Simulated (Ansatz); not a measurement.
Isolated molecules relaxed with PBE0-D4/def2-TZVP in Ansatz; ΔE leaves out vibrations. CCSD(T)/CBS is the MP2 limit (def2-TZVPP, def2-QZVPP) plus CCSD(T) − MP2 in def2-TZVPP, frozen cores. This one scheme is used for every species. DFT in def2-TZVPP. B3LYP here is the variant with VWN-RPA as its local correlation; programs differ in this. One conformer a species, not always the lowest.

`C=CN([SiH3])[SiH2]Cl` + `CCS` → `CCS[SiH2]Cl` + `C=CN[SiH3]`  (ligand exchange at the Si–N bond)

```csv
level,ΔE (eV)
PBE-D4,-0.22
r2SCAN-D4,-0.17
PBE0-D4,-0.18
B3LYP-D4,-0.13
ωB97M-V,-0.09
B3LYP,-0.20
HF/def2-TZVPP,-0.13
CCSD/CBS(def2),-0.08
```

Q: What does CCSD(T)/CBS give? (An estimate is asked.)

A: Computed: -0.08 eV. The listed levels differ from it by -0.14, -0.09, -0.10, -0.05, -0.01, -0.12, -0.05, 0.00 eV.

Largest T1 diagnostic among the species: 0.012.

The D4 term adds +0.07 eV with B3LYP and +0.04 eV with PBE0; it sums over pairs of atoms, weighted by their polarisabilities, and B3LYP, whose exchange is more repulsive, gets the larger term. From PBE to PBE0 (25 % exact exchange), in def2-TZVPP and without D4, ΔE moves by +0.04 eV.
